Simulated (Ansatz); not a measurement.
A run for Ansatz (a quantum-chemistry and plane-wave program): R-CCSD(T)/aug-cc-pV(D+d)Z on CHClO (a complex), monomers drawn apart or pushed together. Files ending in .json are basis or fitting sets from the Basis Set Exchange.

Ansatz 0.2 input:
```yaml
crystal:
  periodic: [false, false, false]
  atoms:
    - {symbol: Cl, position_ang: [-0.03322094, 0.05094674, -0.99541496]}
    - {symbol: H, position_ang: [-0.02208516, -0.10406125, 0.28305948]}
    - {symbol: C, position_ang: [0.01273489, -0.59907755, 4.36899425]}
    - {symbol: O, position_ang: [0.02239663, -0.73375772, 5.48351404]}
basis:
  gaussian:
    orbitals: aug-cc-pV_D+d_Z.json
magnetization: {spin_polarized: false}
correlation: {method: ccsd_t, electrons: outside_noble_gas}
scf: {lower_state_search: off}
```

Output:

```
WARN ansatz: RAYON_NUM_THREADS=1 ignored (pool sized by the plan → 1); use --threads N
Functional definition: HF
these checks for a lower state are left out or cut short: stability, starts, cluster_reference, orbital_swaps, neighbouring_geometries, increment
integrals: 0.08 GiB planned
846 factors; integrals over basis functions are off by at most 8.7e-4 eV
mean field: 0.16 GiB planned
mean field evaluation 1: about -15586.3640 eV, gradient 2.8e1 eV
mean field evaluation 2: about -15586.3664 eV, gradient 2.8e1 eV
mean field evaluation 4: about -15588.0236 eV, gradient 2.6e0 eV
mean field evaluation 8: about -15588.0477 eV, gradient 2.1e-4 eV
mean field -15588.04769892 eV, -572.8501869771 hartree, gradient 4.5e-6 eV, S^2 0.000000; 0 other end points of the search recorded, 0 dependent functions left out
7 core orbitals not correlated
reference -15588.04769892 eV, -572.8501869771 hartree; 9, 9 occupied and 71, 71 virtual orbitals, 846 factors
second order -12.55440539 eV of doubles, -0.00000000 eV of singles
coupled cluster: 0.24 GiB planned
cycle   1  -12.75374913 eV  change   -2.0e-1 eV  update   1.0e-1
cycle   2  -13.13260010 eV  change   -3.8e-1 eV  update   3.1e-2
cycle   3  -13.24485264 eV  change   -1.1e-1 eV  update   1.5e-2
cycle   4  -13.23676377 eV  change    8.1e-3 eV  update   2.8e-3
cycle   5  -13.23798817 eV  change   -1.2e-3 eV  update   9.2e-4
cycle   6  -13.23789480 eV  change    9.3e-5 eV  update   2.3e-4
cycle   7  -13.23788655 eV  change    8.3e-6 eV  update   5.4e-5
cycle   8  -13.23789735 eV  change   -1.1e-5 eV  update   1.8e-5
perturbative correction -0.45269395 eV, -0.0166361960 hartree
Total energy: -15601.73829022 eV, -573.3533069275 hartree
Checks for a lower state left out: stability, starts, cluster_reference, orbital_swaps, neighbouring_geometries, increment
```

Self-consistency was reached.

Cost: about 5 core-seconds (a rough figure).
